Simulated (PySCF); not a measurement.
Correlation energy of Pt (platinum, neutral)

[Xe] 4f14 5d9 6s1, high-spin 3D determinant. Calculation: PySCF 2.14, in x2c-TZVPPall; the spin-free X2C one-electron Hamiltonian (Gaussian nucleus). Frozen: [Kr] 4d10 4f14; 18 electrons correlated.

```csv
level,correlation energy (mhartree)
CCSD,-510.08
(T),-17.27
CCSD(T),-527.35
```

Diagnostics: T1 = 0.015, D1 = 0.0554, largest double amplitude 0.023.

Spin-orbit coupling, absent here, splits the open shell strongly.

Cost of the coupled-cluster step: of the order of 60 core-seconds, for 18 correlated electrons.

This basis was not built for core-valence correlation, so the inner-shell part is incomplete.
